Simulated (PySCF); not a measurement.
A structure optimised at B3LYP-D3(BJ)/def2-SVP, used in a PySCF frequency run:

```xyz
5

F      0.0000     0.0000     2.1778
Si     0.0000     0.0000     0.5602
I      2.0188     1.1655    -0.1726
I      0.0000    -2.3311    -0.1726
I     -2.0188     1.1655    -0.1726
```
Charge 0, spin multiplicity 1.

Write its SMILES, formula and point group.

F[Si](I)(I)I, FI3Si, C3v

What are its rotational constants (standard atomic weights)?

0.44159, 0.44159, 0.24429 GHz
